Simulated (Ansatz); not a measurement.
An input meant for GaMe2(hfac) (C₇H₇F₆GaO₂) (charge 0, singlet; scaled by 0.92).

```yaml
crystal:
  periodic: [false, false, false]
  atoms:
    - {symbol: Ga, position_ang: [1.220973, -0.048453, 0.960764]}
    - {symbol: C, position_ang: [0.670932, -0.020984, 2.683174]}
    - {symbol: H, position_ang: [-0.345903, 0.030641, 2.728552]}
    - {symbol: H, position_ang: [1.056516, 0.785129, 3.174222]}
    - {symbol: H, position_ang: [0.972607, -0.863287, 3.172278]}
    - {symbol: C, position_ang: [2.806592, -0.106876, 0.094709]}
    - {symbol: H, position_ang: [2.660523, -0.278463, -0.899802]}
    - {symbol: H, position_ang: [3.402249, -0.846665, 0.466802]}
    - {symbol: H, position_ang: [3.300020, 0.780237, 0.199040]}
    - {symbol: O, position_ang: [0.258024, 1.305320, 0.123554]}
    - {symbol: C, position_ang: [-0.669663, 1.157868, -0.572542]}
    - {symbol: C, position_ang: [-1.220420, 2.381668, -1.039670]}
    - {symbol: F, position_ang: [-0.361650, 3.018205, -1.665224]}
    - {symbol: F, position_ang: [-1.591957, 3.067798, -0.077259]}
    - {symbol: F, position_ang: [-2.195116, 2.204908, -1.788926]}
    - {symbol: C, position_ang: [-1.214703, 0.043777, -0.944030]}
    - {symbol: C, position_ang: [-0.758232, -1.108343, -0.568936]}
    - {symbol: C, position_ang: [-1.391995, -2.286547, -1.047973]}
    - {symbol: F, position_ang: [-1.729320, -3.003025, -0.096229]}
    - {symbol: F, position_ang: [-0.600948, -2.925350, -1.758001]}
    - {symbol: F, position_ang: [-2.403688, -2.035951, -1.724226]}
    - {symbol: O, position_ang: [0.150895, -1.325598, 0.133374]}
    - {symbol: H, position_ang: [-2.015727, 0.073982, -1.553652]}
basis:
  gaussian: {orbitals: def2-SVP}
total_charge: 1
magnetization: {spin_polarized: true, initial_magnetization: 5}
hamiltonian: {xc: {name: PBEsol}}
accuracy: high
scf: {omitted_lower_state_checks: [starts]}
```

```sh
$ ansatz run in.yaml --threads 2 --pin off --events-out ev --progress --plain --max-ram 32768MiB --backend cuda --devices 0, --max-vram 18GiB
```

It prints (some lines left out):

```
Functional definition: PBEsol
6526 factors; integrals over basis functions are off by at most 1.6e-7 eV
mean field evaluation 1: about -79875.2704 eV, gradient 9.7e1 eV
mean field evaluation 2: about -79704.7572 eV, gradient 2.2e2 eV
mean field evaluation 4: about -79910.4364 eV, gradient 6.0e1 eV
mean field evaluation 8: about -79926.7334 eV, gradient 1.1e1 eV
mean field evaluation 16: about -79921.3792 eV, gradient 2.5e1 eV
mean field evaluation 32: about -79927.5099 eV, gradient 6.2e-2 eV
mean field -79927.51000637 eV, -2937.2818159220 hartree, gradient 2.1e-8 eV, S^2 8.756209; 0 other end points of the search recorded, 0 dependent functions left out
reference -79927.51001126 eV, -2937.2818161016 hartree; 77, 72 occupied and 200, 205 virtual orbitals, 6526 factors
Total energy: -79927.51001126 eV, -2937.2818161016 hartree
Checks for a lower state left out: starts
```

Problem. Something in this input is off. What?

Solution. The spin is set far too high (5 unpaired electrons typed, 0 in the singlet as meant). The calculation finished and met its thresholds. The result belongs to that input, not to the species as meant.
